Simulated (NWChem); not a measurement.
Everything below was run with NWChem. System: BeF$_{2}$, charge 0, spin multiplicity 1, displaced from the optimised geometry. The structure started from a generated list of species. Level: CR-CCSD(T)/cc-pVDZ, 3 core orbitals frozen, spin-restricted.

Job file:

```
start mol
memory heap 100 mb stack 700 mb global 1900 mb
geometry units angstroms nocenter noautoz noautosym
  Be     0.000000     0.000000     0.000000
  F      0.000000     0.000000     2.079756
  F      0.000000     0.000000    -1.386504
end
basis spherical
  * library cc-pvdz
end
scf
  rhf
  nopen 0
  maxiter 100
  thresh 1e-7
  semidirect memsize 60000000 filesize 0
end
tce
  freeze core 3
  cr-ccsd(t)
  2eorb
  2emet 13
  thresh 1e-6
  maxiter 100
  tilesize 24
end
task tce energy
```

NWChem printed:

```
             Northwest Computational Chemistry Package (NWChem) 7.3.0
             --------------------------------------------------------

                                NWChem Input Module
                                -------------------

 Scaling coordinates for geometry "geometry" by  1.889725989
 (inverse scale =  0.529177249)

                             Geometry "geometry" -> ""
                             -------------------------

 Output coordinates in angstroms (scale by  1.889725989 to convert to a.u.)

  No.       Tag          Charge          X              Y              Z
 ---- ---------------- ---------- -------------- -------------- --------------
    1 Be                   4.0000     0.00000000     0.00000000     0.00000000
    2 F                    9.0000     0.00000000     0.00000000     2.07975600
    3 F                    9.0000     0.00000000     0.00000000    -1.38650400

 Effective nuclear repulsion energy (a.u.)      35.2656593905

            Nuclear Dipole moment (a.u.)
            ----------------------------
        X                 Y               Z
 ---------------- ---------------- ----------------
     0.0000000000     0.0000000000    11.7905068893


 Summary of "ao basis" -> "" (spherical)
 ------------------------------------------------------------------------------
       Tag                 Description            Shells   Functions and Types
 ---------------- ------------------------------  ------  ---------------------
 *                          cc-pvdz                   on all atoms

 Summary of "ao basis" -> "ao basis" (spherical)
 ------------------------------------------------------------------------------
       Tag                 Description            Shells   Functions and Types
 ---------------- ------------------------------  ------  ---------------------
 Be                         cc-pvdz                  6       14   3s2p1d
 F                          cc-pvdz                  6       14   3s2p1d

                                 NWChem SCF Module
                                 -----------------

  ao basis        = "ao basis"
[...]
            Alpha orbitals :    42
             Beta orbitals :    42
        Alpha frozen cores :     3
         Beta frozen cores :     3
     Alpha frozen virtuals :     0
      Beta frozen virtuals :     0
         Spin multiplicity : singlet
    Number of AO functions :    42
       Number of AO shells :    18
        Use of symmetry is : off
      Symmetry adaption is : off
         Schwarz screening : 0.10D-09

          Correlation Information
          -----------------------
          Calculation type : Coupled-cluster singles & doubles w/ perturbation
   Perturbative correction : Completely renormalized (T)
            Max iterations :      100
        Residual threshold : 0.10D-05
     T(0) DIIS level shift : 0.00D+00
     L(0) DIIS level shift : 0.00D+00
     T(1) DIIS level shift : 0.00D+00
     L(1) DIIS level shift : 0.00D+00
     T(R) DIIS level shift : 0.00D+00
     T(I) DIIS level shift : 0.00D+00
   CC-T/L Amplitude update :  5-th order DIIS
                I/O scheme : Global Array Library
        L-threshold :  0.10D-05
        EOM-threshold :  0.10D-05
 no EOMCCSD initial starts read in
 TCE RESTART OPTIONS
 SLICE:      F
 D4D5:       F
 quantumc:   F
 qrotation:  F
 pwtce:      F
 qducc:      F
 nacto:                         0
 nrotv:                         0
 nrot:                          0

            Memory Information
            ------------------
          Available GA space size is     249035036 doubles
          Available MA space size is     104855404 doubles

 Maximum block size supplied by input
 Maximum block size        24 doubles

 tile_dim =     16

 -------------------------------------------------

 Global array virtual files algorithm will be used

 Parallel file system coherency ......... OK

 4-electron integrals stored in orbital form

 v2    file size   =           637865
 4-index algorithm nr.  13 is used
 imaxsize =       30
 imaxsize ichop =        0


CCSD iterations
 ---------------------------------------------------------
 Iter          Residuum       Correlation     Cpu    Wall
 ---------------------------------------------------------
    1   0.1511882810367  -0.4295204194132     0.0     0.0
    2   0.0414200426305  -0.4228719988714     0.0     0.0
    3   0.0146889354701  -0.4296329040767     0.0     0.0
    4   0.0083362060735  -0.4299253329508     0.0     0.0
    5   0.0034732797613  -0.4309253999027     0.0     0.0
    6   0.0016398133606  -0.4310910348678     0.0     0.0
    7   0.0010365948836  -0.4311420288293     0.0     0.0
    8   0.0005827297766  -0.4311656883589     0.0     0.0
    9   0.0004184034023  -0.4311663010793     0.0     0.0
   10   0.0002464384875  -0.4311870755276     0.0     0.0
   11   0.0000420307300  -0.4311954166849     0.0     0.0
   12   0.0000257874602  -0.4311961640343     0.0     0.0
   13   0.0000128133550  -0.4311957603633     0.0     0.0
   14   0.0000100809113  -0.4311958046714     0.0     0.0
   15   0.0000051007843  -0.4311955790363     0.0     0.0
   16   0.0000016521756  -0.4311954609057     0.1     0.1
   17   0.0000007593181  -0.4311955445695     0.1     0.1
 -----------------------------------------------------------------
 Iterations converged
 CCSD correlation energy / hartree =        -0.431195544569491
 CCSD total energy / hartree       =      -213.993549884979359

 Singles contributions

 Doubles contributions
 CR-CCSD(T)

 CR-CCSD[T]  correction energy / hartree =        -0.008869311856300
 CR-CCSD[T] correlation energy / hartree =        -0.440064856425791
 CR-CCSD[T] total energy / hartree       =      -214.002419196835660
 CR-CCSD(T)  correction energy / hartree =        -0.006840951559314
 CR-CCSD(T) correlation energy / hartree =        -0.438036496128805
 CR-CCSD(T) total energy / hartree       =      -214.000390836538685

 Task  times  cpu:        7.1s     wall:        7.1s

 Total times  cpu:        7.1s     wall:        7.1s
```
